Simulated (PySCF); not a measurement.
# Fluorine: a sound run and one with changed settings

Sound run: F+ [He] 2s2 2p4, F(2+) [He] 2s2 2p3. Computed with PySCF 2.14 in jorge-DZP-DKH, with scalar relativity by spin-free X2C-1e. In the sound run the correlated levels freeze 1s2. The sound run starts from symmetry-adapted Hartree-Fock orbitals and uses a fine grid where one is needed.

Changed run: basis STO-3G, all-electron and non-relativistic. This setting is unsound on purpose.

```
species  method  sound run (hartree)  changed run (hartree)  converged
     F+     UHF            -98.90751              -97.52349        yes
     F+    MN15            -99.13005              -97.33201        yes
     F+    BP86            -99.18151              -97.74571        yes
     F+     MP2            -98.99788              -97.52349        yes
  F(2+)     UHF            -97.67574              -96.22428        yes
  F(2+)    MN15            -97.82427              -95.98031        yes
  F(2+)    BP86            -97.86766              -96.37954        yes
  F(2+)     MP2            -97.74106              -96.22428        yes
```

Ionisation energy of F+:

| method | sound run (eV) | changed run (eV) |
| --- | --- | --- |
| UHF | 33.518 | 35.353 |
| MN15 | 35.532 | 36.782 |
| BP86 | 35.752 | 37.175 |
| MP2 | 34.200 | 35.353 |
| SCS-MP2 | 34.189 | 35.353 |

A minimal basis cannot let orbitals breathe on ionisation and holds almost no correlation. The Hamiltonian changed with the basis, so the totals do not compare.

For comparison, NIST gives 34.971 eV between the lowest levels.
